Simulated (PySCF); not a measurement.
**LDA on V²⁺ (vanadium, charge +2)**

Configuration: [Ar] 3d3, high-spin 4F determinant. Computed with PySCF 2.14 in cc-pVDZ-DK (6s5p3d1f, 43 functions), with the spin-free X2C one-electron Hamiltonian (Gaussian nucleus).

| Item | Value |
| --- | --- |
| Total energy | -946.142 hartree |
| One-electron energy | -1287.069 hartree |
| Hartree (Coulomb) energy | 383.933 hartree |
| Exchange-correlation energy | -43.006 hartree |
| ⟨S²⟩ | 3.7502 |
| ⟨L²⟩ | 12.001 |
| Sum of ⟨r⟩ | 14.31 bohr |
| Sum of ⟨r²⟩ | 16.67 bohr² |
| Langevin diamagnetic susceptibility | -13.2 ×10⁻⁶ cm³/mol |
| Time after the integrals | 0.39 s of wall time on 1 thread of Neoverse-V1 (shared host) |

| shell | electrons | mean orbital energy (hartree) | rms radius, mean of both spins (bohr) |
| --- | --- | --- | --- |
| 1s α | 1 | -197.09456 | 0.0768 |
| 1s β | 1 | -197.09389 | 0.0768 |
| 2s α | 1 | -22.70028 | 0.335 |
| 2s β | 1 | -22.66073 | 0.335 |
| 2p α | 3 | -19.09130 | 0.304 |
| 2p β | 3 | -19.06006 | 0.304 |
| 3s α | 1 | -3.21749 | 1.02 |
| 3s β | 1 | -3.11375 | 1.02 |
| 3p α | 3 | -2.26494 | 1.11 |
| 3p β | 3 | -2.16338 | 1.11 |
| 3d α | 3 | -0.83517 | 1.46 |

Densities and radii are taken from the X2C orbitals without a picture-change correction, which distorts them close to the nucleus.
